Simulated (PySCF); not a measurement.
Compound: C₂H₆ClFSi₂.
SMILES with atom numbers: `[F:1][Si@@H:2]([Cl:3])[C@@H:4]1[CH2:5][SiH2:6]1` (hydrogens: H7 on Si2; H8 on C4; H9, H10 on C5; H11, H12 on Si6)

Structure used (PBE0-D3(BJ)/def2-SVP), in Å, numbered top down from 1:
```xyz
12
C2H6ClFSi2 angstrom
F     -1.4281   -2.2573   -0.9537
Si    -1.3493   -0.6512   -0.7563
Cl    -3.2459   -0.0362   -0.2312
C     -0.1318   -0.2274    0.5434
C      0.4608    1.2016    0.5851
Si     1.6873   -0.1071    0.1199
H     -1.0068   -0.0397   -2.0647
H     -0.3570   -0.6730    1.5213
H      0.1189    1.9034   -0.1857
H      0.5149    1.6695    1.5736
H      2.6626   -0.5911    1.1248
H      2.0915   -0.2421   -1.3006
```

Jobs on this species (12 atoms, 72 electrons) with PySCF (density fitting). Hardware of each: Arm Neoverse V1, one thread, no GPU (shared host). Other jobs ran on the host; a repeat could differ by tens of per cent or more. Peak memory is the resident size of the whole Python process, interpreter and libraries included.

| level and settings | work | basis functions | SCF cycles | wall time | peak memory |
| --- | --- | --- | --- | --- | --- |
| delta-SCF UKS B3LYP, pcX-2 on the ionised atom, pcseg-1 elsewhere, spin-free X2C | ΔSCF core ionisation, 9 holes | 168 | ? | ? | ? |
| delta-SCF UKS SCAN, def2-TZVP on the ionised atom, pcseg-1 elsewhere, spin-free X2C | ΔSCF core ionisation, 9 holes | 145 | ? | ? | ? |
| delta-SCF UKS PBE, pcX-2 on the ionised atom, pcseg-1 elsewhere, spin-free X2C | ΔSCF core ionisation, 9 holes | 168 | ? | ? | ? |
| delta-SCF UKS PBE0, pcX-2 on the ionised atom, pcseg-1 elsewhere, spin-free X2C | ΔSCF core ionisation, 9 holes | 168 | 116 | 87 s | 0.73 GiB |
| PBE0-D3(BJ)/def2-SVP, grid level 1 | geometry optimisation from a GFN2-xTB start shaken at random | 126 | 102 | 1.9 min | 0.53 GiB |
| delta-SCF UKS SCAN, pcX-2 on the ionised atom, pcseg-1 elsewhere, non-relativistic | ΔSCF core ionisation, 9 holes | 168 | 133 | 62 s | 0.67 GiB |
| delta-SCF UKS SCAN, pcX-1 on the ionised atom, pcseg-1 elsewhere, spin-free X2C | ΔSCF core ionisation, 9 holes | 148 | 130 | 53 s | 0.52 GiB |
| delta-SCF UKS HF, pcX-2 on the ionised atom, pcseg-1 elsewhere, spin-free X2C | ΔSCF core ionisation, 9 holes | 168 | 111 | 57 s | 0.73 GiB |
| delta-SCF UKS SCAN, pcX-2 on the ionised atom, pcseg-1 elsewhere, spin-free X2C | ΔSCF core ionisation, 9 holes | 168 | 135 | 64 s | 0.63 GiB |

Problem. Fill in the missing figures.

Solution. 
- delta-SCF UKS B3LYP, pcX-2 on the ionised atom, pcseg-1 elsewhere, spin-free X2C; ΔSCF core ionisation, 9 holes: 91 s, 0.75 GiB, 120 SCF cycles
- delta-SCF UKS SCAN, def2-TZVP on the ionised atom, pcseg-1 elsewhere, spin-free X2C; ΔSCF core ionisation, 9 holes: 59 s, 0.52 GiB, 132 SCF cycles
- delta-SCF UKS PBE, pcX-2 on the ionised atom, pcseg-1 elsewhere, spin-free X2C; ΔSCF core ionisation, 9 holes: 41 s, 0.63 GiB, 135 SCF cycles

Problem. What do all jobs in the table cost together?

Solution. About 10 min; the longest takes about 18 % of that, and about 2.8 times as long as the shortest.
